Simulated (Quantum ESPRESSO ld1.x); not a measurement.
Question: These are the eigenvalues of the occupied orbitals of an atom or ion with whole-number occupations (hartree). Calculated with ld1.x of Quantum ESPRESSO 7.5: scalar-relativistic Kohn-Sham, LDA (Slater exchange, VWN5 correlation), spin-polarised, spherical densities, point nucleus.

orbital  eigenvalue
1s up      -237.895
1s down    -237.894
2s up      -29.5083
2s down    -29.4419
2p up      -25.3657
2p down    -25.3143
3s up      -5.27686
3s down    -5.13920
3p up      -4.11886
3p down    -3.98441
3d up      -2.29571

Which element is it, and in what charge state? The configuration may be excited. Open shells, if any, are filled with parallel spins first.

Answer: Z = 25, manganese, charge +4: Mn4+ in [Ar] 3d3. The list shows which subshells hold electrons but not how many an open one holds; the 1s level, -237.89 hartree, gives Z - s = 21.8 by -(Z - s)^2/2, which with screening and relativity narrows Z to a few neighbours, and the depths of the outer levels then fix element, charge and occupations together.
